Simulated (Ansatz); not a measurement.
Energy needed to pull apart BH2Te (SMILES [BH][TeH]), doublet, into free ground-state atoms, from the structure below (displaced at random from a GFN2-xTB minimum); no zero-point or spin–orbit terms; open-shell atoms are treated unrestricted, in their ground-state multiplicity.

| atom | x (Å) | y (Å) | z (Å) |
| --- | --- | --- | --- |
| B1 | -0.1261 | -0.8335 | 0.3643 |
| Te2 | 0.2746 | 1.1165 | -0.1220 |
| H3 | 0.5180 | -1.4361 | 0.7438 |
| H4 | -0.8036 | 1.4012 | -1.3648 |

Computed with Ansatz 0.2.0 (basis: def2-TZVPP); correlated methods freeze the cores; orbitals are unrestricted. Filled d shells of the heavier atoms are correlated. Core potentials replace the inner electrons of the atoms past krypton. The def2 sets are not built for correlating such inner shells, so the correlated values are less sure here.

| method | atomization energy (kcal/mol) |
| --- | --- |
| PBE-D4 | 205.9 |
| revPBE-D4 | 199.7 |
| r2SCAN-D4 | 205.1 |
| PBE0-D4 | 201.6 |
| HSE06-D4 | 201.6 |
| wB97M-V | ? |
| HF | 135.7 |
| MP2 | ? |
| CCSD | 187.3 |
| CCSD(T) | 191.9 |

Question: What does wB97M-V give? (Judge from chemistry; the value comes from the calculation.)

Answer: The calculation gives: 196.1 kcal/mol, which is about 4.1 kcal/mol more than CCSD(T)/def2-TZVPP.

Question: What does MP2 give? (To be estimated.)

Answer: The calculation gives: 193.3 kcal/mol, which is about 1.4 kcal/mol more than CCSD(T)/def2-TZVPP.

In triple zeta the MP2 and coupled-cluster atomization energies are still short of their basis limit by a few kcal/mol a bond, whereas those of the functionals are nearly converged, so these differences are not deviations from converged CCSD(T).

T1 diagnostic: at most 0.019. ⟨S²⟩ of the unrestricted Hartree–Fock references: 0.76 (a pure state has 0.75).

For scale, one of the runs: CCSD(T)/def2-TZVPP forces, 109 basis functions (an equivalent command: `ansatz run in.yaml --threads 4`). The run took 57 s on 4 CPU threads (shared host), with 1.7 GiB of host memory at its peak.
